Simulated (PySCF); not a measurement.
**VN: frontier orbitals**

PBE at R = 1.528 Å; V x2c-TZVPPall, N x2c-TZVPPall; spin-free X2C with a Gaussian nucleus (PySCF 2.14). State: ³Δ (triplet), unpaired electrons σ ↑, δ ↑. Only the outer orbitals are listed, counted within each symmetry.

```json
{"spin": "α", "orbital": "7σ", "occ.": "1", "ε (eV)": "-16.36", "on V (%)": "14", "main shells (%)": "86 N s, 8 V d"}
{"spin": "α", "orbital": "3π", "occ.": "1", "ε (eV)": "-7.16", "on V (%)": "48", "main shells (%)": "51 N p, 46 V d"}
{"spin": "α", "orbital": "3π", "occ.": "1", "ε (eV)": "-7.16", "on V (%)": "48", "main shells (%)": "51 N p, 46 V d"}
{"spin": "α", "orbital": "8σ", "occ.": "1", "ε (eV)": "-6.82", "on V (%)": "46", "main shells (%)": "46 N p, 42 V d"}
{"spin": "α", "orbital": "1δ", "occ.": "1", "ε (eV)": "-5.22", "on V (%)": "100", "main shells (%)": "100 V d"}
{"spin": "α", "orbital": "9σ", "occ.": "1", "ε (eV)": "-4.56", "on V (%)": "91", "main shells (%)": "71 V s, 11 V p, 9 V d"}
{"spin": "α", "orbital": "1δ", "occ.": "0", "ε (eV)": "-4.32", "on V (%)": "100", "main shells (%)": "100 V d"}
{"spin": "α", "orbital": "4π", "occ.": "0", "ε (eV)": "-2.67", "on V (%)": "80", "main shells (%)": "45 V p, 35 V d, 20 N p"}
{"spin": "α", "orbital": "4π", "occ.": "0", "ε (eV)": "-2.67", "on V (%)": "80", "main shells (%)": "45 V p, 35 V d, 20 N p"}
{"spin": "β", "orbital": "7σ", "occ.": "1", "ε (eV)": "-16.58", "on V (%)": "12", "main shells (%)": "88 N s"}
{"spin": "β", "orbital": "3π", "occ.": "1", "ε (eV)": "-7.01", "on V (%)": "37", "main shells (%)": "62 N p, 35 V d"}
{"spin": "β", "orbital": "3π", "occ.": "1", "ε (eV)": "-7.01", "on V (%)": "37", "main shells (%)": "62 N p, 35 V d"}
{"spin": "β", "orbital": "8σ", "occ.": "1", "ε (eV)": "-6.55", "on V (%)": "38", "main shells (%)": "57 N p, 34 V d"}
{"spin": "β", "orbital": "1δ", "occ.": "0", "ε (eV)": "-3.56", "on V (%)": "100", "main shells (%)": "100 V d"}
{"spin": "β", "orbital": "9σ", "occ.": "0", "ε (eV)": "-3.14", "on V (%)": "94", "main shells (%)": "78 V s, 11 V d"}
{"spin": "β", "orbital": "1δ", "occ.": "0", "ε (eV)": "-2.75", "on V (%)": "100", "main shells (%)": "100 V d"}
```

Task: Which are the highest filled and the lowest empty level, where do they sit, and how wide is the gap?

Result: Highest filled α 9σ at -4.56 eV (in %: 71 V s, 11 V p, 9 V d); lowest empty α 1δ at -4.32 eV (in %: 100 V d); the gap at PBE is 0.24 eV.

The bond order (Mayer) is 3.18, the ⟨S²⟩ is 2.031 and the charge on V (Mulliken, basis-dependent) is 0.41. The charge on V (Löwdin, basis-dependent) is 0.02, the dipole moment (positive dipole means V(−)N(+)) is -3.05 D and the polarisability along the bond is 65.0 bohr³. The polarisability across the bond is 72.0 bohr³.

The state is the lowest single determinant that the PBE0 search found; with open d or f shells the true ground state can be another one.
